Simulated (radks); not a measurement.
Problem. These are the eigenvalues of the occupied orbitals of an atom or ion with whole-number occupations (eV). Calculated with a radial shooting solver on a logarithmic mesh with Libxc functionals: scalar-relativistic Kohn-Sham, SCAN, spin-polarised, spherical densities, finite nucleus; meta-GGA in the generalised Kohn-Sham scheme; Fermi nuclear charge, rms radius of each element as measured or else 0.836 A^(1/3) + 0.57 fm.

| orbital | eigenvalue |
|---|---|
| 1s up | -42001.49 |
| 1s down | -42001.28 |
| 2s up | -6879.708 |
| 2s down | -6879.596 |
| 2p up | -6164.578 |
| 2p down | -6164.386 |
| 3s up | -1589.547 |
| 3s down | -1588.969 |
| 3p up | -1361.279 |
| 3p down | -1360.632 |
| 3d up | -1041.398 |
| 3d down | -1040.799 |
| 4s up | -414.8611 |
| 4s down | -413.3256 |
| 4p up | -339.2163 |
| 4p down | -337.6614 |
| 4d up | -230.6155 |
| 4d down | -228.8101 |
| 5s up | -142.5960 |
| 5s down | -138.1451 |
| 5p up | -119.8120 |
| 4f up | -113.9048 |

Which element is it, and in what charge state? The configuration may be excited. Open shells, if any, are filled with parallel spins first.

Solution. Z = 59, praseodymium, charge +8: Pr8+ in [Kr] 4d10 4f1 5s2 5p2. The list shows which subshells hold electrons but not how many an open one holds; the 1s level, -1543.5 hartree, gives Z - s = 55.6 by -(Z - s)^2/2, which with screening and relativity narrows Z to a few neighbours, and the depths of the outer levels then fix element, charge and occupations together.
